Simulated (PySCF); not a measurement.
2-methylideneimidazole (C4H4N2), SMILES C1=NC(=C)N=C1. Atoms are numbered in the order given.

```xyz
10

C      0.0000     0.0000     2.0333
C      0.0000     0.0000     0.6873
N      0.0000    -1.1765    -0.0949
C      0.0000    -0.7394    -1.3149
C      0.0000     0.7394    -1.3149
N      0.0000     1.1765    -0.0949
H      0.0000     0.9456     2.5773
H      0.0000    -0.9456     2.5773
H      0.0000    -1.4014    -2.1854
H      0.0000     1.4014    -2.1854
```
Charge 0, spin multiplicity 1.

Coordinates come from a B3LYP-D3(BJ)/def2-SVP optimisation.

Computed with SMD-PBE0/6-31G* in PySCF.

Solvation free energies are E(SMD) − E(gas) at the gas-phase geometry, for 1 M in both phases. In vacuum the dipole moment is 0.48 D.

**Question.** Rank water, 2-propanol, acetone by solvation free energy, most negative first.

**Answer.** water (-7.7 kcal/mol), acetone (-7.4 kcal/mol), 2-propanol (-6.7 kcal/mol)
